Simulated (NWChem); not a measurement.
System: MgSiH₃OI; SMILES [I][Mg][O][SiH3]

```xyz
7

Mg     0.3615    -0.3018    -0.2761
I     -1.0696     0.8643     1.4941
O      1.3708    -1.1231    -1.5238
Si     2.3041    -1.8695    -2.6679
H      1.4607    -2.7140    -3.5925
H      3.3312    -2.7726    -2.0283
H      3.0422    -0.8588    -3.5123
```
Atoms are numbered in this order, from 1.

Level: PBE-D3(BJ)/def2-SVP with def2 effective core potentials on I (NWChem), optimised geometry, unscaled harmonic frequencies. def2 effective core potentials on I; no spin-orbit coupling.

### Question
List the harmonic frequencies with IR intensities, and the thermochemistry.

### Answer
```json
[
 {"frequency (cm⁻¹)": "47", "IR intensity (km/mol)": "1.1"},
 {"frequency (cm⁻¹)": "47", "IR intensity (km/mol)": "1.1"},
 {"frequency (cm⁻¹)": "132", "IR intensity (km/mol)": "43.2"},
 {"frequency (cm⁻¹)": "132", "IR intensity (km/mol)": "43.2"},
 {"frequency (cm⁻¹)": "200", "IR intensity (km/mol)": "3.7"},
 {"frequency (cm⁻¹)": "566", "IR intensity (km/mol)": "42.5"},
 {"frequency (cm⁻¹)": "706", "IR intensity (km/mol)": "50.3"},
 {"frequency (cm⁻¹)": "706", "IR intensity (km/mol)": "50.5"},
 {"frequency (cm⁻¹)": "920", "IR intensity (km/mol)": "71.7"},
 {"frequency (cm⁻¹)": "921", "IR intensity (km/mol)": "71.8"},
 {"frequency (cm⁻¹)": "970", "IR intensity (km/mol)": "389.7"},
 {"frequency (cm⁻¹)": "1051", "IR intensity (km/mol)": "486.7"},
 {"frequency (cm⁻¹)": "2135", "IR intensity (km/mol)": "173.6"},
 {"frequency (cm⁻¹)": "2135", "IR intensity (km/mol)": "173.4"},
 {"frequency (cm⁻¹)": "2140", "IR intensity (km/mol)": "128.1"}
]
```

| Quantity | Result |
|---|---|
| zero-point energy | 18.3 kcal/mol |
| thermal correction to the enthalpy at 298.15 K (with zero-point energy) | 23.3 kcal/mol |
| heat capacity Cv | 20.0 cal/(mol K) |
| entropy at 298.15 K and 1 atm (symmetry number 3) | 86.2 cal/(mol K) |

Rigid rotor and harmonic oscillator; modes under 100 cm⁻¹ make the entropy uncertain.
